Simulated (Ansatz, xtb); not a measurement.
Two structures of CH4CaSn

We compare I, a triplet given by its coordinates, with II, a triplet given by its coordinates. Both are isolated molecules in the gas phase, relaxed with BLYP-D3(BJ)/def2-SVP.

I (Å):

| atom | x (Å) | y (Å) | z (Å) |
| --- | --- | --- | --- |
| C | -0.4119 | -0.0622 | 1.8206 |
| Ca | 0.5844 | -1.6455 | 0.3268 |
| Sn | 2.1115 | -3.3857 | -1.7677 |
| H | -0.4922 | 0.9534 | 1.3651 |
| H | 0.1731 | 0.0730 | 2.7615 |
| H | -1.4451 | -0.3357 | 2.1420 |
| H | 2.0580 | -1.4965 | -1.3470 |

Close contacts (Å): C1–Ca2 2.39, Ca2–Sn3 3.12, C1–H4 1.12, C1–H5 1.12, C1–H6 1.12, Ca2–H7 2.24, Sn3–H7 1.94.

II (Å):

```xyz
7

C     0.8013   -0.3562   -0.1782
Ca   -0.1317    1.7547    0.8295
Sn   -1.5687   -0.8603   -0.4567
H     1.1840   -1.2782   -0.6571
H     1.2418   -0.3613    0.8519
H     1.2754    0.4803   -0.7574
H    -1.9072    0.5191    0.8345
```

Close contacts (Å): C1–Ca2 2.52, C1–Sn3 2.44, Ca2–Sn3 3.25, C1–H4 1.11, C1–H5 1.12, C1–H6 1.12, Ca2–H5 2.52, Ca2–H6 2.47, Ca2–H7 2.16, Sn3–H7 1.92.

Q: Which of the two would you expect CCSD(T)/def2-TZVP electronic energies to favour?

A: Too close to call at this level: CCSD(T)/def2-TZVP gives E(II) − E(I) = −0.55 kJ/mol.

Level by level:

```csv
level,geometry,E(II) − E(I) (kJ/mol),departure from the last row (kJ/mol),"job, with rough time for the two"
BLYP-D3(BJ)/def2-SVP,BLYP-D3(BJ)/def2-SVP,−2.17,−1.62,"optimisation, 3.2 min"
HF/def2-TZVP,BLYP-D3(BJ)/def2-SVP,+12.14,+12.69,part of the CCSD(T) run
MP2/def2-TZVP,BLYP-D3(BJ)/def2-SVP,−2.00,−1.45,part of the CCSD(T) run
CCSD(T)/def2-TZVP,BLYP-D3(BJ)/def2-SVP,−0.55,,"single point, 9.2 min"
```

The largest departure from CCSD(T)/def2-TZVP is that of HF/def2-TZVP, 12.69 kJ/mol. A small imaginary or near-zero mode remains, so no thermal terms are given. Levels run at GFN2-xTB geometries aren't shown. The triplet state of I needn't be its ground state. The triplet state of II needn't be its ground state.

Open shells are spin-unrestricted. The correlated steps freeze 10 core orbitals; the filled d shell of Sn is correlated; the last core shell of Ca is correlated, in a basis made for valence electrons. Atoms past krypton carry core potentials in the def2 sets and no spin–orbit term is included. Codes used: Ansatz 0.2.0; the last row on 1 thread of Arm Neoverse V1 on a shared host.
